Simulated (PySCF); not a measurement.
**Field gradients at the hydrogen positions**

Species: C10H14.
Cartesian coordinates in Å at the GFN2-xTB level; atoms count from 1:
```
atom  x, y, z in Å
C1     3.805    1.106   -0.417
C2     2.693    1.048    0.021
C3     1.333    0.975    0.514
C4     0.501    0.002   -0.348
C5     1.061   -1.329   -0.189
C6     1.547   -2.408   -0.013
C7    -1.018    0.006   -0.030
C8    -1.272   -0.391    1.425
C9    -1.697   -1.010   -0.956
C10   -1.619    1.387   -0.302
H11    4.785    1.157   -0.785
H12    0.898    1.977    0.480
H13    1.351    0.632    1.551
H14    0.622    0.294   -1.400
H15    1.969   -3.359    0.121
H16   -0.778   -1.333    1.653
H17   -0.907    0.369    2.112
H18   -2.340   -0.513    1.598
H19   -1.521   -0.756   -2.000
H20   -2.772   -1.019   -0.783
H21   -1.309   -2.010   -0.778
H22   -1.258    2.131    0.404
H23   -2.702    1.341   -0.207
H24   -1.381    1.721   -1.311
```

Level: PBE0/pcSseg-1 (PySCF, non-relativistic); Q(2H) = 0.00286 b; rigid geometry, the same for H and D, with no vibrational averaging.

Problem. Rank these positions by the coupling χzz of a deuteron there, largest first.
A. H15 (alkyne hydrogen)
B. H13 (methylene hydrogen)
C. H20 (methyl hydrogen)
D. H14 (methine hydrogen)

Solution. A (268 kHz), C (212 kHz), B (200 kHz), D (193 kHz).

Problem. What are Vzz, η and χzz (234.96 MHz × Q × Vzz) at all hydrogens?

Solution. 
| atom | bonded to | bond length (Å) | Vzz (au) | η | χzz (kHz) |
| --- | --- | --- | --- | --- | --- |
| H11 | C1 | 1.049 | 0.3986 | 0.00 | 268 |
| H12 | C3 | 1.092 | 0.3009 | 0.03 | 202 |
| H13 | C3 | 1.093 | 0.2978 | 0.02 | 200 |
| H14 | C4 | 1.098 | 0.2875 | 0.01 | 193 |
| H15 | C6 | 1.049 | 0.3981 | 0.00 | 268 |
| H16 | C8 | 1.088 | 0.3101 | 0.01 | 208 |
| H17 | C8 | 1.088 | 0.3160 | 0.02 | 212 |
| H18 | C8 | 1.088 | 0.3155 | 0.02 | 212 |
| H19 | C9 | 1.089 | 0.3140 | 0.02 | 211 |
| H20 | C9 | 1.088 | 0.3151 | 0.02 | 212 |
| H21 | C9 | 1.088 | 0.3104 | 0.02 | 209 |
| H22 | C10 | 1.087 | 0.3159 | 0.01 | 212 |
| H23 | C10 | 1.088 | 0.3146 | 0.02 | 211 |
| H24 | C10 | 1.088 | 0.3137 | 0.02 | 211 |

Problem. How does χzz go with the bond length over the 14 C–H bonds?

Solution. A straight-line fit has a slope of -14.8 kHz for each 0.01 Å, with a correlation coefficient of -1.00, over lengths from 1.049 to 1.098 Å. The longer bonds have the smaller couplings here.

The structure is a single GFN2-xTB conformer in the gas phase; no vibrational or solvent corrections. GFN2-xTB bond lengths can be off by several hundredths of an ångström, more for odd bonds, and the gradients follow them. A larger basis could move these couplings by a tenth or more.
